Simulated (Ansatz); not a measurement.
A structure relaxed at PBE-D4/def2-SVP in Ansatz, charge 0, singlet:

Cartesian coordinates in Å:
```
Ga 1.876 1.961 0.836
Ga 2.618 -0.546 0.955
Ga 2.057 0.519 -1.888
Ga -0.252 2.492 -1.337
Ga -1.177 2.335 1.107
Ga 0.277 0.216 2.818
Ga -2.057 -0.519 1.888
Ga 0.252 -2.493 1.337
Ga 1.177 -2.335 -1.107
Ga -0.277 -0.216 -2.818
Ga -2.618 0.546 -0.955
Ga -1.876 -1.961 -0.836
N 1.989 0.698 2.295
N 2.976 0.866 -0.316
N 0.587 1.506 -2.663
N 0.457 3.059 0.370
N -2.036 2.275 -0.624
N -1.379 1.172 2.536
N -0.587 -1.506 2.663
N 2.036 -2.274 0.624
N 1.380 -1.172 -2.535
N -0.457 -3.059 -0.370
N -2.976 -0.866 0.316
N -1.988 -0.698 -2.294
```

Problem. Give its formula and point group.

Solution. Ga12N12 (started as a model of: (GaN)12 cage of four- and six-membered rings). Point group Th (tolerance 0.1 Å).

Problem. Summarise the bond lengths by kind (pairs closer than 1.2 times the sum of covalent radii, bridged metal pairs left out).

Solution. 36 × Ga–N 1.85 to 1.93 Å.

Single mean-field runs in def2-SVP are fitted with def2-universal-jkfit.
